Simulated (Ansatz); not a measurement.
`[SiH3][CH](S)[SbH2]` + H–F → `FC([SiH3])S` + `[SbH3]`  (substitution at a C–Sb bond)

Gas-phase electronic energies from Ansatz, PBE0-D4/def2-TZVP geometries. CCSD(T)/CBS is the MP2 limit (def2-TZVPP, def2-QZVPP) plus CCSD(T) − MP2 in def2-TZVPP, frozen cores. This one scheme is used for every species. Functionals use def2-TZVPP. B3LYP here is the variant with VWN-RPA as its local correlation; programs differ in this. HSE06 is defined as in plane-wave codes. Elements past krypton have def2 core potentials. For Sb outer-core shells are correlated without core-valence functions, which leaves a few kJ/mol of doubt a bond. One conformer a species, not always the lowest.

| level | ΔE (kJ/mol) | difference from CCSD(T)/CBS |
| --- | --- | --- |
| LDA (SPW92) | 50.0 | -34.7 |
| PBE-D4 | 58.4 | -26.3 |
| revPBE-D4 | 63.4 | -21.3 |
| r2SCAN-D4 | 55.0 | -29.7 |
| B97M-V | 48.7 | -36.0 |
| PBE0-D4 | 65.0 | -19.7 |
| B3LYP-D4 | 57.9 | -26.8 |
| r2SCANh-D4 | 58.0 | -26.7 |
| r2SCAN0-D4 | 61.9 | -22.8 |
| HSE06-D4 | 65.2 | -19.5 |
| BHLYP-D4 | 63.0 | -21.7 |
| CAM-B3LYP-D4 | 49.3 | -35.4 |
| ωB97X-V | 54.2 | -30.5 |
| ωB97M-V | 59.2 | -25.5 |
| B2PLYP | 58.8 | -25.9 |
| PBE-QIDH | 74.8 | -9.9 |
| PBE | 47.4 | -37.3 |
| revPBE | 44.5 | -40.2 |
| BLYP | 32.0 | -52.7 |
| r2SCAN | 52.5 | -32.2 |
| PBE0 | 55.3 | -29.4 |
| B3LYP | 39.8 | -44.9 |
| r2SCANh | 55.1 | -29.6 |
| r2SCAN0 | 58.6 | -26.1 |
| HSE06 | 55.7 | -29.0 |
| BHLYP | 44.1 | -40.6 |
| CAM-B3LYP | 38.8 | -45.9 |
| LC-ωPBE | 54.2 | -30.5 |
| RPA@PBE/def2-TZVPP | 66.9 | -17.8 |
| CCSD/def2-SVP | 44.5 | -40.2 |
| CCSD(T)/def2-SVP | 46.4 | -38.3 |
| HF/def2-TZVPP | 38.7 | -46.0 |
| MP2/def2-TZVPP | 96.4 | 11.7 |
| SCS-MP2/def2-TZVPP | 81.6 | -3.1 |
| HF/def2-QZVPP | 39.9 | -44.8 |
| MP2/def2-QZVPP | 102.8 | 18.1 |
| SCS-MP2/def2-QZVPP | 87.7 | 3.0 |
| HF/CBS(def2) | 40.1 | -44.6 |
| MP2/CBS(def2) | 106.8 | 22.1 |
| CCSD/CBS(def2) | 80.1 | -4.6 |
| CCSD(T)/CBS | 84.7 | 0 |

Largest T1 diagnostic among the species: 0.014.

From BLYP to BHLYP (50 % exact exchange), in def2-TZVPP and without D4, ΔE moves by +12.1 kJ/mol. In def2-TZVPP, CCSD(T) changes the Hartree–Fock value by +35.7 kJ/mol (the triples alone add +4.6 kJ/mol) and MP2 by +57.7 kJ/mol. The D4 term adds +18.1 kJ/mol with B3LYP and +9.8 kJ/mol with PBE0; it sums over pairs of atoms, weighted by their polarisabilities, and B3LYP, whose exchange is more repulsive, gets the larger term.
